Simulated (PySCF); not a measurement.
Computed IR spectrum (relative IR intensity) of a molecule C₃H₉AlO. Geometry optimised at PBE0-D3(BJ)/def2-SVP. Other conformers were not sampled. Level of theory: PBE0-D3(BJ)/def2-SVP (PySCF 2.14.0). Frequencies are harmonic and unscaled.

ν (cm⁻¹): 208 (vw), 395 (vw), 440 (m), 571 (w), 654 (m), 675 (m), 784 (s), 965 (w), 1111 (vw), 1176 (vw), 1210 (w), 1238 (vs), 1315 (w), 1418 (w), 1421 (w), 1452 (vw), 1925 (s), 2997 (m), 3052 (w), 3054 (w), 3150 (w), 3159 (w) (against the strongest line: vs over 80 %, s over 45 %, m over 15 %, w over 4 %, vw less)

Problem. Identify the compound among the candidates.
A) C[CH](C)[AlH][OH]
B) C[CH2][AlH][O]C
C) CC[O][AlH][CH3]
D) C[CH2][Al]([CH3])[OH]

Solution. C, CC[O][AlH][CH3]
